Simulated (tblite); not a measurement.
Question: What does the GFN2-xTB structure of `CC[Si@@H](P)S[SiH3]` look like in three dimensions?

Answer: 
```xyz
17
C2H11PSSi2 angstrom
C     -1.4883   -1.8013    0.0235
C     -1.2730   -0.3905    0.5547
Si    -0.4429    0.7651   -0.7158
P      0.0410    2.6700    0.3789
S      1.3529   -0.1337   -1.5176
Si     2.6169   -0.3748    0.2027
H     -1.9267   -2.4415    0.7868
H     -2.1530   -1.7887   -0.8366
H     -0.5432   -2.2385   -0.2901
H     -0.6582   -0.4308    1.4579
H     -2.2321    0.0355    0.8538
H     -1.2418    0.9080   -1.9346
H      0.5572    3.3125   -0.7309
H     -1.2149    3.2117    0.1866
H      2.0528   -1.4313    1.0374
H      3.8897   -0.7556   -0.3830
H      2.6568    0.8961    0.9163
```

Orientation and origin are arbitrary. Atoms count from 1 in this order. P4 (three-coordinate phosphorus) is pyramidal (angles 94.8°, 93.9° and 92.6°, sum 281.3°, 0.84 Å off the plane of its three neighbours). Of the pairs four or more bonds apart, S5···H9 is among the closest relative to their van der Waals radii: 3.09 Å, 103 % of the sum of Bondi's values. Si6 (SiH3 silicon) is distorted tetrahedral (angles from 102.8° to 113.7°). Si3 (SiH silicon) is distorted tetrahedral (angles from 100.7° to 116.1°).

Bonds between heavy atoms (Å): C1–C2 1.523, C2–Si3 1.908, Si3–P4 2.250, Si3–S5 2.162, S5–Si6 2.148.

The geometry is computed with GFN2-xTB (gas phase).

Point group: C1 (no symmetry element, even within 0.4 Å). Its GFN2-xTB frequencies are all real (lowest 31 cm⁻¹). The numbers are those of one conformer (C1–C2–Si3–P4 -172°, C2–Si3–P4–H -178° and -85°, C2–Si3–S5–Si6 -62°).

Time: 7.0 s wall. Hardware: one thread of an Intel Xeon at 2.50 GHz (shared host). These figures are those of the optimisation.
